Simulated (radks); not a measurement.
Values are calculated unless marked as measured or tabulated.
Numerical settings for neutral rhodium, [Kr] 4d8 5s1. Level of theory: Dirac Kohn-Sham, PBE, spin-unpolarised, spherical densities, finite nucleus; open shells fill j = l - 1/2 first; Fermi nuclear charge, rms radius 4.4945 fm (a radial shooting solver on a logarithmic mesh with Libxc functionals). The defaults (mesh step 0.008 in ln r, mesh end at 40 bohr or more with all orbitals vanishing there, Anderson mixing 0.5 over 9 steps, residual threshold near 1e-9 with the energy settled to 1e-9 hartree or 1e-11 of itself, here a cap of 67 iterations) give E = -4784.9526 hartree and 5s1/2 at -4.294 eV in 15 iterations. Run on one thread of a shared host, so times are rough (Arm Neoverse N1): 0.17 s of CPU time, 0.17 s wall, 15 iterations on 2437 mesh points. Changes against that run (0 stands for a change within the tolerance of the run):

setting                    iterations         converged  E (mhartree)  e(5s1/2) (meV)  CPU (s)
mesh step in ln r 0.003            16               yes             0               0     0.44
mesh step in ln r 0.02             15               yes             0               0     0.08
mesh step in ln r 0.05             15               yes       +0.0146               0     0.04
mesh end (bohr) 2                  13  level above zero     +1.17e+04       +1.29e+05      0.1
mesh end (bohr) 1                  13  level above zero     +2.16e+05       +1.22e+06      0.1
residual threshold 0.01            10               yes             0          +0.688     0.13
residual threshold 0.1             10               yes             0          +0.688     0.13
mixing 0.2                         17               yes             0               0     0.19
linear mixing, mixing 0.8          67                no     +4.02e+03       -1.69e+04      1.3
linear mixing, mixing 0.5          30               yes             0               0     0.26
mixing history 3                   19               yes             0               0     0.19
iteration cap 2                     2                no         +96.2       -5.03e+03     0.04

Settled on a wrong energy, with an occupied level pushed above zero by the early mesh end: mesh end (bohr) 2 (+11.7 hartree); mesh end (bohr) 1 (+216 hartree). Apart from these: no run marked as converged misses the energy by more than 1 mhartree. A mesh that ends early acts as a hard wall.
